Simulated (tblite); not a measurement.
Question: What does the GFN2-xTB structure of InChI=1S/C3H7F3P2/c1-8(7)2-3(4,5)6/h2,7H2,1H3 look like in three dimensions?

Answer: 
```xyz
15
C3H7F3P2 angstrom
C     -1.540   -1.491    0.229
P     -0.334   -0.509   -0.777
P     -1.343    1.412   -0.643
C      0.910   -0.253    0.610
C      1.924    0.760    0.161
F      2.386    0.503   -1.071
F      1.419    2.006    0.121
F      2.998    0.819    0.966
H     -1.082   -2.440    0.500
H     -2.416   -1.694   -0.384
H     -1.845   -0.957    1.128
H     -2.344    0.971   -1.511
H     -0.609    1.973   -1.682
H      0.438    0.101    1.530
H      1.432   -1.194    0.801
```

Any rigid rotation of these coordinates is as good. Atoms count from 1 in this order. P3 (three-coordinate phosphorus) is pyramidal (angles 93.7°, 92.4° and 90.9°, sum 277.0°, 0.86 Å off the plane of its three neighbours). Of the pairs four or more bonds apart, P3···F7 is among the closest relative to their van der Waals radii: 2.93 Å, 90 % of the sum of Bondi's values. P2 (three-coordinate phosphorus) is pyramidal (angles 98.1°, 97.6° and 95.9°, sum 291.6°, 0.98 Å off the plane of its three neighbours). The 2 C–P bonds span 1.853 Å (C1–P2, drawn single) to 1.880 Å (P2–C4, drawn single), a spread of 0.027 Å.

Bonds between heavy atoms (Å): C1–P2 1.853, P2–P3 2.175, P2–C4 1.880, C4–C5 1.502, C5–F6 1.341, C5–F7 1.345, C5–F8 1.344.

The geometry is computed with GFN2-xTB (gas phase).

Point group: C1 (no symmetry element, even within 0.4 Å). Its GFN2-xTB frequencies are all real (lowest 24 cm⁻¹). The numbers are those of one conformer (C1–P2–P3–H -72° and -165°, C1–P2–C4–C5 -169°). 3 starts were optimised and ended at 0.00, 0.00 and 0.57 kcal/mol (GFN2-xTB); the lowest of these is shown.
